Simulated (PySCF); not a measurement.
# Tl⁺: excitation energy

Tl⁺ [Xe] 4f14 5d10 6s2 (1S) → Tl⁺ [Xe] 4f14 5d10 6s1 6p1 (3P), as a difference of total energies. Computed with PySCF 2.14 in x2c-QZVPPall, with scalar relativity by spin-free X2C-1e. Correlated levels: valence: [Xe] 4f14 5d10 frozen; valence and next inner shell: [Kr] 4d10 4f14 frozen. The calculations carry no spin-orbit coupling.

```csv
method,excitation energy (eV),error (eV)
UHF,5.633,-1.465
r2SCANh,7.055,-0.043
B2PLYP,6.901,-0.197
MP2 (valence),6.148,-0.950
SCS-MP2 (valence),6.301,-0.797
MP2 (valence and next inner shell),7.445,+0.347
SCS-MP2 (valence and next inner shell),7.436,+0.338
```

Reference: 7.098 eV (measured; NIST levels, between the centres of gravity of the two terms).

The basis was made for the ground configuration and has no added diffuse functions, so the excitation energy can come out too high.
